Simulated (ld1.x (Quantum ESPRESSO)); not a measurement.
# I (Z = 53), PAW: configuration errors across variants

iodine, PAW, made with ld1.x (Quantum ESPRESSO) 7.5 (PBE, scalar-relativistic). Core [Ar] 3d10, reference 4s2 4p6 4d10 5s2 5p5. Waves: 4s (bound): rcut 1.05, rcutus 1.30 bohr; 5s (bound): rcut 1.05, rcutus 1.30 bohr; 4p (bound): rcut 1.10, rcutus 1.45 bohr; 5p (bound): rcut 1.10, rcutus 1.45 bohr; 4d (bound): rcut 0.95, rcutus 1.10 bohr; 4d channel at -3.25 Ry: rcut 0.95, rcutus 1.10 bohr. Local part: all-electron potential smoothed inside 0.95 bohr (lloc = -1). Core correction: Bessel-smoothed model core, default radius (core density twice the valence density). Augmentation charge: PSQ, radius 1.05 bohr.

All-electron excitation energies from the reference (eV): (1) 4s2 4p6 4d10 5s2 5p4 11.131; (2) 4s2 4p6 4d10 5s2 5p3 30.977; (3) 4s2 4p6 4d10 5s2 5p2 60.305; (4) 4s1 4p6 4d10 5s2 5p5 189.906; (5) 4s2 4p6 4d9 5s2 5p5 58.247; (6) 4s2 4p6 4d10 5s1 5p5 22.111; (7) 4s2 4p6 4d10 5s2 5p4.5 4.532.

The default core radius of the base comes out at 0.48 bohr.

Errors AE − PS in meV (a dash: test not solved or not reliable):

```csv
change,(1),(2),(3),(4),(5),(6),(7),bound ghosts
base,-1.9,-4.3,-6.7,-38,+18,+0.8,-0.9,none
"core correction a·sin(br)/r model core, default radius (ld1.x builds one for every PAW set, though the input has nlcc=.false.)",-1.9,-4.9,-9.5,-40,–,-1.0,-0.8,none
core correction Bessel-smoothed model core inside 0.56 bohr,-2.0,-4.4,-7.0,-38,+18,+0.6,-0.9,none
core correction Bessel-smoothed model core inside 0.66 bohr,-1.9,-4.5,-7.4,-38,+16,+0.3,-0.8,none
core correction Bessel-smoothed model core inside 0.82 bohr,-2.0,-4.7,-8.3,-40,+13,-0.3,-0.8,none
core correction Bessel-smoothed model core inside 0.98 bohr,-1.9,-4.8,-9.1,-41,+9.8,-0.8,-0.8,none
core correction Bessel-smoothed model core inside 1.12 bohr,-2.0,-4.9,-9.4,-40,+8.8,-1.0,-0.8,none
```

(1) Give the same row for: core correction Bessel-smoothed model core inside 1.32 bohr.

Answers

(1) -1.9, -4.9, -9.5, -40, +8.5, -1.0, -0.8; bound ghosts: none.
